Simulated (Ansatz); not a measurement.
Several settings on one geometry of the cluster Li3Al (that of the charge 0 singlet, PBE0-D4/def2-TZVP). Ansatz on 4 threads of Arm Neoverse N1 on a shared host; times are rough.

Cartesian coordinates in Å:
```
Al 0.8549 0.3601 -0.8286
Li 0.1679 -2.2459 -1.0979
Li 0.0861 2.3654 0.8217
Li -1.1089 -0.4795 1.1049
```

Totals from different functionals, basis sets or treatments of relativity can't be compared as stabilities.

The spins typed aren't always the lowest for that charge.

Question: Give the basis size and estimate the energy, ⟨S²⟩, dipole and time of these runs.

```tsv
run	method	charge	state	further keys
1	RKS ωB97X/STO-3G	0	singlet	forces asked
2	RKS revPBE-D3(BJ)/STO-3G	0	singlet	scf: {lower_state_search: full}; forces asked
3	UKS BHLYP-D4/def2-SVP	0	triplet	accuracy: high; scf: {omitted_lower_state_checks: [starts]}; forces asked
```

Answer: 
```tsv
run	functions	energy (Eh)	⟨S²⟩	dipole (D)	wall time
1	24	-261.6875	–	2.76	1.6 s
2	24	-261.6727	–	2.71	0.5 s
3	45	-264.8140	2.06	3.67	7 s
```

The restricted singlet is unstable towards broken spin symmetry at other levels; at RKS ωB97X/STO-3G, RKS revPBE-D3(BJ)/STO-3G this wasn't settled.
